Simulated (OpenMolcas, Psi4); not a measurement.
How basis sets differ on InCNClF (SMILES N#[C][In]([F])[Cl])

InCNClF: 5 atoms, total charge 0, spin state singlet. As SMILES, `N#[C][In]([F])[Cl]`. The coordinates come from a PBE0-D4/def2-TZVP relaxation.

| atom | x (Å) | y (Å) | z (Å) |
| --- | --- | --- | --- |
| N | -1.3926 | 1.4514 | 1.6488 |
| C | -0.7819 | 0.7844 | 0.9349 |
| In | 0.3304 | -0.3896 | -0.3764 |
| F | 0.4344 | -2.2809 | -0.0397 |
| Cl | 1.4597 | 0.3610 | -2.2091 |

Each level gives the dipole moment (D). The values are calculated.

```tsv
level	kind	program	value (D)	CPU time
HF/ANO-RCC-MB (DKH2)	Hartree–Fock	OpenMolcas	0.49	4.8 s
HF/STO-3G	Hartree–Fock	OpenMolcas	1.61	2.7 s
HF/3-21G	Hartree–Fock	OpenMolcas	0.30	4.1 s
HF/def2-SVP (core potential)	Hartree–Fock	OpenMolcas	1.46	7.5 s
HF/def2-SVP (density fitting, core potential)	Hartree–Fock	Psi4	1.46	5 s
```

All-electron rows without a relativistic Hamiltonian named are non-relativistic, while core potentials hold scalar relativity, so basis and relativity change together. The values span 0.30 to 1.61 D. Magnitudes only. Sets without polarisation functions give poor dipoles. Times are those of the runs behind each value, whatever else they computed, on shared processors of several kinds: orders of magnitude only.
